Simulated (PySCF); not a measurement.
Potential energy of AlSn along the bond

Set-up: Al aug-cc-pV(D+d)Z, Sn aug-cc-pVDZ-PP with ECP28; scalar-relativistic core potentials (PySCF 2.14). Energies in eV from Al + Sn in their ground configurations at the same level. State: ⁴Σ⁻ (quartet), unpaired electrons σ ↑, π ↑↑.

```
R (Å)  CAM-B3LYP  r²SCANh    PBE0
2.295     -1.309   -1.701  -1.608
2.402     -1.648   -2.047  -1.957
2.509     -1.830   -2.232  -2.145
2.589     -1.892   -2.295  -2.210
2.669     -1.908   -2.309  -2.227
2.749     -1.888   -2.288  -2.208
2.856     -1.824   -2.220  -2.142
2.989     -1.702   -2.093  -2.018
3.149     -1.522   -1.908  -1.834
3.363     -1.262   -1.642  -1.567
```

Question: Put a parabola through the three lowest points of the CAM-B3LYP curve and estimate Re, k and ωe (reduced mass 22.03 u; 1 eV/Å² = 0.16022 mdyn/Å; ωe = 1302.8·√(k/μ) cm⁻¹).

Answer: Through R = 2.589, 2.669, 2.749 Å the second-order coefficient is 2.81 eV/Å², so Re ≈ 2.665 Å, k ≈ 0.901 mdyn/Å and ωe ≈ 264 cm⁻¹. A polynomial fit of higher order to the unrounded CAM-B3LYP energies gives Re = 2.661 Å, k = 0.892 mdyn/Å, ωe = 262 cm⁻¹; anharmonicity and rounding make the difference.

The higher-order fit for each curve: CAM-B3LYP: Re = 2.661 Å, ωe = 262 cm⁻¹, De = 1.91 eV; r²SCANh: Re = 2.658 Å, ωe = 267 cm⁻¹, De = 2.31 eV; PBE0: Re = 2.663 Å, ωe = 265 cm⁻¹, De = 2.23 eV.

Spin–orbit coupling is left out, which matters for elements this heavy, above all for dissociation energies. The state was picked by a PBE0 search and need not be the measured ground state.
